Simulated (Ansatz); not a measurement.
`[CH3][Sn]([Cl])([Cl])[Cl]` + H₂S → `[SH][Sn]([Cl])([Cl])[Cl]` + CH₄  (ligand exchange at the Sn–C bond)

Isolated molecules relaxed with PBE0-D4/def2-TZVP in Ansatz; ΔE leaves out vibrations. CCSD(T)/CBS adds triple-zeta CCSD(T) − MP2 to the extrapolated MP2 energy (def2 sets, frozen cores). This one scheme is used for every species. Functionals use def2-TZVPP. B3LYP here is the variant with VWN-RPA as its local correlation; programs differ in this. HSE06 is defined as in plane-wave codes. def2 core potentials past Kr. For Sn outer-core shells are correlated without core-valence functions, which leaves a few kJ/mol of doubt a bond. Each species was taken in one conformer, which may not be the lowest.

```tsv
level	ΔE (kJ/mol)	difference from CCSD(T)/CBS
LDA (SPW92)	-59.0	-1.0
PBE-D4	-64.2	-6.2
revPBE-D4	-64.8	-6.8
r2SCAN-D4	-64.3	-6.3
B97M-V	-67.7	-9.7
PBE0-D4	-63.0	-5.0
B3LYP-D4	-64.5	-6.5
r2SCANh-D4	-63.8	-5.8
r2SCAN0-D4	-63.1	-5.1
HSE06-D4	-63.2	-5.2
BHLYP-D4	-64.9	-6.9
CAM-B3LYP-D4	-59.6	-1.6
ωB97X-V	-58.0	0.0
B2PLYP	-60.6	-2.6
PBE-QIDH	-60.1	-2.1
PBE	-62.5	-4.5
revPBE	-62.6	-4.6
BLYP	-62.4	-4.4
r2SCAN	-64.1	-6.1
PBE0	-61.5	-3.5
B3LYP	-61.5	-3.5
r2SCANh	-63.5	-5.5
r2SCAN0	-62.7	-4.7
HSE06	-61.7	-3.7
BHLYP	-61.0	-3.0
CAM-B3LYP	-57.8	0.2
LC-ωPBE	-56.1	1.9
MP2/def2-SVP	-65.9	-7.9
CCSD/def2-SVP	-62.6	-4.6
CCSD(T)/def2-SVP	-63.5	-5.5
HF/def2-TZVPP	-60.5	-2.5
MP2/def2-TZVPP	-57.8	0.2
SCS-MP2/def2-TZVPP	-56.7	1.3
CCSD/def2-TZVPP	-53.1	4.9
CCSD(T)/def2-TZVPP	-54.4	3.6
HF/def2-QZVPP	-60.6	-2.6
SCS-MP2/def2-QZVPP	-58.7	-0.7
HF/CBS(def2)	-60.6	-2.6
MP2/CBS(def2)	-61.3	-3.3
CCSD/CBS(def2)	-56.6	1.4
CCSD(T)/CBS	-58.0	0
```

Largest T1 diagnostic among the species: 0.011.

At CCSD(T), def2-SVP lies −5.5 kJ/mol from the extrapolated value and def2-TZVPP +3.6 kJ/mol. Leaving LDA and LC-ωPBE aside and taking each functional with its dispersion term where it has one, the values spread over 9.7 kJ/mol, from B97M-V to ωB97X-V. LDA lies +3.5 kJ/mol from PBE without D4.
